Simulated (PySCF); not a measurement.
Al(H)(NCO)(OMe) (C2H4AlNO2), SMILES [AlH]([N]=C=O)[O]C.

The structure is a stationary point at PBE0-D3(BJ)/def2-SVP. The structure was generated by enumeration; whether it is a known compound was not checked. Other conformers were not sampled.

All values below come from PBE0-D3(BJ)/def2-SVP run with PySCF 2.14.0.

Frequencies are harmonic and unscaled.

**Question.** List the normal modes with their intensities. (Estimate from the structure and the level; the computed values follow.)

**Answer.** 
```
mode  ν (cm⁻¹)  IR (km/mol)  moving atoms (share of kinetic energy)
----  --------  -----------  --------------------------------------
1           51          1.7  C 35 %, O 31 %, H 15 %, N 10 %, Al 9 %
2           77          0.1                                  H 92 %
3          105          2.1                  N 47 %, O 37 %, H 13 %
4          110          5.1          N 43 %, O 24 %, C 20 %, H 13 %
5          162          9.6         O 41 %, H 24 %, Al 14 %, N 14 %
6          296         35.6                 O 51 %, N 20 %, Al 18 %
7          489        166.2                         H 75 %, Al 19 %
8          553         69.1                 Al 48 %, O 26 %, C 14 %
9          640         30.3                  C 71 %, O 14 %, N 13 %
10         651         38.1                  C 71 %, N 15 %, O 14 %
11         660        107.7                                  H 84 %
12         767        243.5         Al 51 %, O 17 %, C 17 %, H 15 %
13        1186         19.0                          H 72 %, C 21 %
14        1191          0.1                          H 76 %, C 19 %
15        1275        331.7                          O 58 %, C 33 %
16        1475          2.0                                  H 97 %
17        1478          1.1                                  H 94 %
18        1482         20.9                           H 89 %, C 9 %
19        1522         31.4                          N 56 %, O 40 %
20        2035        138.1                                  H 96 %
21        2458       1461.2                  C 70 %, N 17 %, O 12 %
22        3010         84.3                                  H 97 %
23        3094         43.4                          H 90 %, C 10 %
24        3105         33.8                          H 90 %, C 10 %
```
